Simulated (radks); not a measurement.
Ce II, 57 electrons, occupied as [Xe] 4f2 6d1 (not the ground configuration).

Method: non-relativistic Kohn-Sham, TPSS, spin-polarised, spherical densities, point nucleus; open shells are filled with parallel spins first (spin-orbit coupling, left out, can overturn this in heavy ions); meta-GGA in the generalised Kohn-Sham scheme; relativity is left out, which matters for an element this heavy; computed with a radial shooting solver on a logarithmic mesh with Libxc functionals.

Energy parts (eV):
part                      energy
total                 -233176.99
kinetic                233100.82
electron-nucleus      -551890.48
Hartree                 91125.14
exchange-correlation    -5512.48

Orbitals (lengths in bohr, moments of r in powers of bohr; r(max) is where P^2 peaks):
orbital  occ.  eigenvalue (eV)   r(max)      <r^4>
1s down     1        -38334.79  0.01735  2.119e-06
1s up       1        -38334.79  0.01735  2.119e-06
2s up       1        -5960.847  0.09538  0.0003672
2s down     1        -5960.846  0.09538  0.0003672
2p up       3        -5635.261  0.07445  0.0002368
2p down     3        -5635.260  0.07445  0.0002368
3s up       1        -1283.890   0.2685    0.01444
3s down     1        -1283.416   0.2684    0.01442
3p up       3        -1143.100   0.2554    0.01354
3p down     3        -1142.641   0.2554    0.01352
3d up       5        -882.0169   0.2063    0.01036
3d down     5        -881.6427   0.2063    0.01034
4s up       1        -260.0343   0.6220     0.3710
4s down     1        -258.6585   0.6217     0.3707
4p up       3        -207.5710   0.6326     0.4391
4p down     3        -206.1415   0.6321     0.4389
4d up       5        -115.9557   0.6528     0.6847
4d down     5        -114.4344   0.6520     0.6864
5s up       1         -42.9279    1.458      12.68
5s down     1         -42.0293    1.464      13.05
5p up       3         -29.1043    1.596      21.11
5p down     3         -28.3490    1.603      22.01
4f up       2         -11.6262   0.7003      8.387
4f down     0         -10.2064   0.7000      10.36
6d up       1          -3.6060    7.440       5709

The highest occupied level is 6d up at -3.606 eV. The configuration is held as typed, so some empty levels lie below it. Spin moment in Bohr magnetons: 3. Summed over all electrons, <r^2> = 108.4 bohr^2, which gives a Langevin (diamagnetic) susceptibility term of -85.8 x 10^-6 cm^3/mol. The electron density at the nucleus is 1.384e+05 e/bohr^3. Virial ratio -V/T = 2.00033.
